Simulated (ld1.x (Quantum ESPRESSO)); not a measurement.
carbon, TM semilocal: configuration errors across variants

* Element: C
* Generator: ld1.x (Quantum ESPRESSO) 7.5
* Type: norm-conserving Troullier–Martins (semilocal form)
* Functional: PBEsol
* Relativity: non-relativistic
* Frozen core: [He]
* Valence charge: 4
* Reference configuration: 2s1.75 2p2.25
* Partial waves: 2p (bound): rc 2.00 bohr; 3d channel at 0.25 Ry: rc 1.65 bohr; 2s (bound): rc 0.95 bohr
* Local potential: the s channel
* Core correction: none

All-electron excitation energies from the reference (eV): (1) 2s2 2p2 -2.101; (2) 2s2 2p1 8.692; (3) 2s2 2p0 32.713; (4) 2s2 2p1.5 1.834; (5) 2s0 2p4 14.742; (6) 2s2 2p2.3 -3.246; (7) 2s1 2p0 80.656.

A semilocal file is local in each channel, so a ghost entry of none says nothing of the separable form that plane-wave codes build from it.

Errors AE − PS in meV (a dash: test not solved or not reliable):

```tsv
change	(1)	(2)	(3)	(4)	(5)	(6)	(7)	bound ghosts
base	+0.1	+31	+293	+5.9	+0.6	-1.4	+626	none
wave 2p (bound): rc 2.00 bohr becomes 2p (bound): rc 1.32 bohr	+0.3	+11	+112	+2.3	+11	-0.1	+279	none
wave 2p (bound): rc 2.00 bohr becomes 2p (bound): rc 1.86 bohr	+0.2	+24	+232	+4.7	+5.3	-0.9	+510	none
wave 2p (bound): rc 2.00 bohr becomes 2p (bound): rc 2.12 bohr	0.0	+40	+375	+7.7	-6.1	-2.1	+784	none
wave 2p (bound): rc 2.00 bohr becomes 2p (bound): rc 2.42 bohr	-0.5	+66	+576	+13	-24	-3.9	+1164	none
wave 2p (bound): rc 2.00 bohr becomes 2p (bound): rc 2.76 bohr	-1.2	+109	+882	+21	-55	-6.7	+1735	none
wave 2p (bound): rc 2.00 bohr becomes 2p (bound): rc 2.98 bohr	-1.8	+146	+1129	+28	-84	-9.0	+2191	none
```

**Question.** Give the same row for: wave 2p (bound): rc 2.00 bohr becomes 2p (bound): rc 1.64 bohr.

**Answer.** +0.3, +16, +165, +3.4, +9.8, -0.4, +380; bound ghosts: none.
